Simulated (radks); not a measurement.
Values are calculated unless marked as measured or tabulated.
Problem. Level of theory: non-relativistic Kohn-Sham, LB94 model potential, spin-polarised, spherical densities, point nucleus; open shells are filled with parallel spins first (spin-orbit coupling, left out, can overturn this in heavy ions) (a radial shooting solver on a logarithmic mesh with Libxc functionals). Response by self-consistent Sternheimer equations with the Hartree and adiabatic LDA kernel. For heavy and open-shell atoms this level of theory can miss by tens of per cent. Rank Zr6+, Zr4+, Zr2+, Zr+, Zr, Zr3+, Zr5+ (NIST ground configurations) by static dipole polarisability, largest first.

Solution. Zr 99.74, Zr+ 49.77, Zr2+ 10.57, Zr3+ 5.305, Zr4+ 3.088, Zr5+ 2.548, Zr6+ 2.139 bohr^3.
